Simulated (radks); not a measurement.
Q: The krypton ion Kr2+, 34 electrons, occupied as [Ar] 3d10 4s2 4p4. Calculated with a radial shooting solver on a logarithmic mesh with Libxc functionals: scalar-relativistic Kohn-Sham, LDA (Slater exchange, Perdew-Wang correlation), spin-polarised, spherical densities, finite nucleus; open shells are filled with parallel spins first; Fermi nuclear charge, rms radius 4.1884 fm. Some entries of the table are withheld. Estimate them.

orbital,occ.,eigenvalue (hartree),<r> (bohr),<r^2> (bohr^2)
1s up,1,-520.4224,0.04154,0.002324
1s down,1,-520.4154,0.04154,0.002324
2s up,1,-69.36390,0.1838,0.03982
2s down,1,-69.35928,0.1838,0.03982
2p up,3,-61.49927,0.1602,0.03141
2p down,3,-61.49279,0.1602,0.03141
3s up,1,-10.60472,0.5314,0.3247
3s down,1,-10.59567,0.5312,0.3244
3p up,3,-8.10040,0.5413,0.3430
3p down,3,-8.09020,0.5409,0.3424
3d up,5,-3.93982,0.5557,0.3806
3d down,5,-3.92742,0.5542,0.3780
4s up,1,-1.72887,(1),(2)
4s down,1,-1.66296,(3),(4)
4p up,3,(5),1.728,3.420
4p down,1,(6),1.744,3.497
5s up,0,-0.46757,3.686,15.27
4d up,0,-0.46734,2.641,8.152
5s down,0,-0.45138,3.774,15.99
4d down,0,-0.42696,2.786,9.111

A: 
(1) 4s up <r> (bohr): 1.497
(2) 4s up <r^2> (bohr^2): 2.545
(3) 4s down <r> (bohr): 1.500
(4) 4s down <r^2> (bohr^2): 2.558
(5) 4p up eigenvalue (hartree): -1.17240
(6) 4p down eigenvalue (hartree): -1.10871
